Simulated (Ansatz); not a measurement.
Computed with Ansatz on PBE0-D4/def2-TZVP structures; ΔE is electronic, products minus reactants. CCSD(T)/CBS adds triple-zeta CCSD(T) − MP2 to the extrapolated MP2 energy (def2 sets, frozen cores). Functionals use def2-TZVPP. B3LYP here is the variant with VWN-RPA as its local correlation; programs differ in this. def2 core potentials past Kr. For In outer-core shells are correlated without core-valence functions, which leaves a few kJ/mol of doubt a bond. One conformer a species, not always the lowest.

Consider the redistribution: `SB1N[SiH2]1` + `[F][In]([F])[SH]` → `FB1N[SiH2]1` + `[F][In]([SH])[SH]`.

```csv
level,ΔE (kJ/mol)
r2SCAN0-D4,-96.1
BLYP,-88.2
B3LYP,-94.3
LC-ωPBE,-84.1
```

Q: What does CCSD(T)/CBS give? (An estimate is asked.)

A: Computed: -90.4 kJ/mol. The listed levels differ from it by -5.7, 2.2, -3.9, 6.3 kJ/mol.

Largest T1 diagnostic among the species: 0.016.

From r2SCAN to r2SCAN0 (25 % exact exchange), in def2-TZVPP and without D4, ΔE moves by −6.6 kJ/mol. Leaving LDA and LC-ωPBE aside and taking each functional with its dispersion term where it has one, the values, not all of them listed here, spread over 21.5 kJ/mol, from BHLYP-D4 to revPBE-D4. LDA lies −11.3 kJ/mol from PBE without D4.
